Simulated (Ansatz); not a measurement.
A CCSD(T) single point on the Te atom.

```yaml
crystal:
  periodic: [false, false, false]
  atoms:
    - {symbol: Te, position_ang: [0.000000, 0.000000, 0.000000]}
basis:
  gaussian: {orbitals: def2-QZVPP}
magnetization: {spin_polarized: true, initial_magnetization: 2}
correlation: {method: ccsd_t}
scf: {omitted_lower_state_checks: [cluster_reference]}
```

```sh
$ ansatz run in.yaml --threads 2 --pin off --events-out ev --progress --plain
```

Output of Ansatz, abridged:

```
Functional definition: HF
517 factors; integrals over basis functions are off by at most 2.0e-4 eV
mean field evaluation 1: about -7265.3818 eV, gradient 4.7e0 eV
mean field evaluation 2: about -7265.3830 eV, gradient 4.7e0 eV
mean field evaluation 4: about -7265.6225 eV, gradient 5.4e-1 eV
mean field evaluation 8: about -7265.6289 eV, gradient 6.1e-2 eV
mean field evaluation 16: about -7265.6195 eV, gradient 5.7e-1 eV
mean field -7265.62903400 eV, -267.0069421792 hartree, gradient 7.3e-6 eV, S^2 2.013061; 3 other end points of the search recorded, 0 dependent functions left out
4 core orbitals not correlated: weight in the atoms' cores, before any rotation towards them, 1.000 or more for the frozen orbitals, at most 0.000 for the correlated occupied ones
reference -7265.62903400 eV, -267.0069421792 hartree; 9, 7 occupied and 69, 71 virtual orbitals, 517 factors
second order -15.36755898 eV of doubles, -0.00000000 eV of singles
cycle   1  -14.06501720 eV  change     1.3e0 eV  update   6.7e-2
cycle   2  -14.39872123 eV  change   -3.3e-1 eV  update   1.5e-2
cycle   3  -14.40769324 eV  change   -9.0e-3 eV  update   6.0e-3
cycle   4  -14.40319581 eV  change    4.5e-3 eV  update   1.1e-3
cycle   5  -14.40424799 eV  change   -1.1e-3 eV  update   2.5e-4
cycle   6  -14.40420981 eV  change    3.8e-5 eV  update   7.4e-5
cycle   7  -14.40420152 eV  change    8.3e-6 eV  update   2.0e-5
cycle   8  -14.40421179 eV  change   -1.0e-5 eV  update   5.7e-6
perturbative correction -0.29054047 eV, -0.0106771654 hartree
Total energy: -7280.32378626 eV, -267.5469643643 hartree
Checks for a lower state left out: cluster_reference
```

It took 4.7 s on 2 threads of a server CPU on a shared host, with 0.33 GiB of host memory at the peak.

MP2 recovers 104.6 % of the CCSD(T) correlation energy and the triples give 2.0 %; T1 = 0.0092.
